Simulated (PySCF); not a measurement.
AsN(OH)₂, singlet: molecular constants

Computed with PBE0 in PySCF with As def2-TZVP, N def2-TZVP, O def2-TZVP, H def2-TZVP; no relativity; density-fitted integrals.

The structure is a minimum.

Z-matrix (Å, degrees; charge 0 multiplicity 1):
```
As
N  1 1.7257
O  1 1.7672 2 96.29
O  2 1.3763 1 115.13 3 -180.00
H  3 0.9674 1 108.52 2 0.00
H  4 0.9624 1 139.79 2 0.00
```

```
Point group                                                                   : Cs
Bond lengths                                                                  : As–N 1.726 Å, As–O 1.767 Å, N–O 1.376 Å, O–H 0.962 Å, O–H 0.967 Å
Bond angles                                                                   : As–N–O 115.1°, As–O–H 108.5°, H–O–N 103.3°, N–As–O 96.3°
Highest occupied level                                                        : -6.69 eV
Zero-point energy                                                             : 85.1 kJ/mol
Lowest empty level                                                            : -2.02 eV
Atomisation energy without zero-point energy                                  : 1797 kJ/mol
Principal polarisabilities                                                    : 28.2, 40.8, 66.1 bohr³
Rotational constants                                                          : 0.5014, 0.11, 0.09023 cm⁻¹
Heat capacity Cp at 298.15 K                                                  : 76.5 J/(mol K)
Enthalpy at 298.15 K above 0 K                                                : 15.84 kJ/mol
Rotational symmetry number                                                    : 1
Entropy at 298.15 K and 1 bar                                                 : 306.1 J/(mol K)
Dipole moment                                                                 : 1.43 D
Principal quadrupole moments (Buckingham, traceless) about the centre of mass : -3.82, -2.42, 6.24 D Å
```

Harmonic modes (masses in u: As 74.922, N 14.003, O 15.995, H 1.008):
```
symmetry  ω (cm⁻¹)  IR (km/mol)  μ (u)
      a'       197          4.6   6.16
     a''       252          4.9   7.66
      a'       381         21.3   8.68
     a''       391          225   1.15
     a''       421         18.3   1.15
      a'       712          118  13.63
      a'       771         35.0   7.80
      a'       990         45.9   1.16
      a'      1072          242   6.96
      a'      1420         40.6   1.24
      a'      3786         45.4   1.07
      a'      3832          140   1.07
```

Charges (e):
```csv
atom,Mulliken,Löwdin,polar tensor,Mayer order to As1
As1,0.53,0.47,0.70,–
N2,-0.33,-0.41,0.03,1.75
O3,-0.53,-0.29,-0.68,1.03
O4,-0.32,-0.08,-0.62,0.12
H5,0.32,0.14,0.24,0.04
H6,0.34,0.17,0.32,0.01
```
Other Mayer orders above 0.3: N–O 0.96, O–H 0.87, O–H 0.89.

Mulliken populations on As1: s 7.84, p 14.34, d 10.23, f 0.05.

This need not be the most stable arrangement of these atoms.

The final relaxation and frequency run took 120 s on 4 threads of a shared Arm Neoverse V1 host, with 153 basis functions and 31 gradients; the process peaked at 2 GiB. Launch command: `OMP_NUM_THREADS=4 python axn.py task.json out`.
